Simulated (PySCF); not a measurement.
C2H6F2OSi, SMILES FC[Si@@H](F)CO.

Geometry optimised at TPSSh-D3(BJ)/def2-SVP. The structure was generated by enumeration; whether it is a known compound was not checked. The values are those of a single conformer.

Method: TDA-PBE/def2-SVPD (PySCF).

Vertical excitations. Gas-phase values at a fixed geometry.

Computed lowest excited states:
```json
[
 {"state": "S1", "energy (eV)": "5.29", "λ (nm)": "234", "f": "0.005", "main pairs": "HOMO→LUMO 99 %"},
 {"state": "S2", "energy (eV)": "5.78", "λ (nm)": "215", "f": "0.007", "main pairs": "HOMO→LUMO+1 99 %"},
 {"state": "S3", "energy (eV)": "6.20", "λ (nm)": "200", "f": "0.006", "main pairs": "HOMO→LUMO+2 99 %"},
 {"state": "S4", "energy (eV)": "6.73", "λ (nm)": "184", "f": "0.008", "main pairs": "HOMO−1→LUMO 98 %"},
 {"state": "S5", "energy (eV)": "6.89", "λ (nm)": "180", "f": "0.018", "main pairs": "HOMO→LUMO+3 99 %"},
 {"state": "S6", "energy (eV)": "7.09", "λ (nm)": "175", "f": "0.024", "main pairs": "HOMO−1→LUMO+1 73 %, HOMO−2→LUMO 25 %"},
 {"state": "S7", "energy (eV)": "7.14", "λ (nm)": "174", "f": "0.022", "main pairs": "HOMO−2→LUMO 73 %, HOMO−1→LUMO+1 23 %"},
 {"state": "S8", "energy (eV)": "7.19", "λ (nm)": "173", "f": "0.019", "main pairs": "HOMO→LUMO+4 95 %"},
 {"state": "S9", "energy (eV)": "7.35", "λ (nm)": "169", "f": "0.003", "main pairs": "HOMO→LUMO+5 97 %"},
 {"state": "S10", "energy (eV)": "7.56", "λ (nm)": "164", "f": "0.004", "main pairs": "HOMO−1→LUMO+2 94 %"},
 {"state": "T1", "energy (eV)": "5.08", "λ (nm)": "244", "f": "0", "main pairs": "HOMO→LUMO 99 %"},
 {"state": "T2", "energy (eV)": "5.48", "λ (nm)": "226", "f": "0", "main pairs": "HOMO→LUMO+1 99 %"},
 {"state": "T3", "energy (eV)": "6.10", "λ (nm)": "203", "f": "0", "main pairs": "HOMO→LUMO+2 99 %"},
 {"state": "T4", "energy (eV)": "6.29", "λ (nm)": "197", "f": "0", "main pairs": "HOMO−1→LUMO 98 %"}
]
```
Triplets are in the Tamm–Dancoff approximation.
